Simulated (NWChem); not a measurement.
# AlGeH₅O; SMILES [OH][AlH][GeH3]

```xyz
8

Al    -0.4197     1.2112    -0.0035
Ge     0.1489    -1.1872    -0.0090
H     -0.6615    -1.9619    -1.0719
H      1.6420    -1.4500    -0.2862
H     -0.1856    -1.8459     1.3485
H     -1.9009     1.7965     0.0043
O      0.8956     2.2995     0.0013
H      0.8287     3.2564     0.0100
```
Atoms are numbered in this order, from 1.

All runs: NWChem. Pople sets run with spherical d functions. Structure relaxed at the PBE0/def2-SVP level. GIAO values for the isolated, static molecule; σ is the absolute isotropic shielding, δ = σ(reference) − σ with the isolated reference molecule computed at the same levels (1H: tetramethylsilane, 17O: water).

For level KT2/pcSseg-1:

```yaml
"σ Al1 (ppm)": 343.1
"σ Ge2 (ppm)": 1750.8
"δ O7 (ppm)": 121.8
"δ H8 (ppm)": 4.11
```

Task: What are these values for level Hartree-Fock/6-31G*?

Result: 
- σ Al1 (ppm): 434.5
- σ Ge2 (ppm): 1953.0
- δ O7 (ppm): 58.1
- δ H8 (ppm): 2.68
